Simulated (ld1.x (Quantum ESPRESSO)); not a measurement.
# What one change does to a pseudopotential (Hf (Z = 72), TM semilocal)

ld1.x (Quantum ESPRESSO) 7.5 input, shortened:

```
&input
   title='Hf', zed=72., rel=1, dft='PBE', iswitch=3,
   config='[Xe] 4f14 5d2 6s2 6p0'
 /
 &inputp
   pseudotype=1, tm=.true., lloc=2,
   nlcc=.false.
 /
3
6S  1  0   2.00   0.00  2.20  2.20  0.0
5P  2  1   6.00   0.00  1.20  1.20  0.0
5D  3  2   2.00   0.00  2.15  2.15  0.0
 &test
   configts(1)='5p6 5d2 6s2 6p0'
 /
```

Change: all radii scaled by about 0.90 (s 1.98, p 1.08, d 1.94 bohr).

Cutoffs: the cutoffs (Ry, on a coarse ladder) from which the occupation-weighted sum of valence levels, in a spherical-Bessel basis at the reference potential, stays within 10 and 1 mRy of its value at 400 Ry; they do not see the model core or the augmentation charge, which bear on the density cutoff. Errors are all-electron minus pseudo energies relative to the spin-unpolarised reference configuration.

**Question.** Predict the effect on cutoff, ghosts and configuration errors.

**Answer.** The potential gets harder (100 Ry and 120 Ry → 140 Ry and 260 Ry); of the 7 tests that both files solve, the error grows in 7 and shrinks in 0 by more than 15 % and 0.3 meV (median size 9.0 → 25.0 meV); neither file shows a bound ghost. A smaller radius makes the pseudo-wave follow the all-electron one further in, where it bends more sharply, so more plane waves are needed. That the errors move this way runs against the usual rule that smaller radii transfer better. A semilocal file is local in each channel, so a ghost entry of none says nothing of the separable form that plane-wave codes build from it.

```csv
quantity,base,changed
"cutoff, loose",100 Ry,140 Ry
"cutoff, tight",120 Ry,260 Ry
loose cutoff by channel (10 mRy a level),"s 12 Ry, p 45 Ry, d 21 Ry","s 18 Ry, p 80 Ry, d 21 Ry"
bound ghosts,none,none
"error for 5p6 5d2 6s1 6p0, meV [ΔE 7.98 eV]",+0.8,+10
"error for 5p6 5d2 6s0 6p0, meV [ΔE 22.16 eV]",+22,+70
"error for 5p6 5d1 6s0 6p0, meV [ΔE 43.95 eV]",+67,+87
"error for 5p6 5d3 6s1 6p0, meV [ΔE 2.59 eV]",-9.0,+21
"error for 5p6 5d2.5 6s1.5 6p0, meV [ΔE 1.26 eV]",-3.2,+8.3
"error for 5p6 5d2 6s1 6p1, meV [ΔE 3.83 eV]",+8.8,+25
"error for 5p6 5d1 6s2 6p0, meV [ΔE 6.50 eV]",+16,+158
```
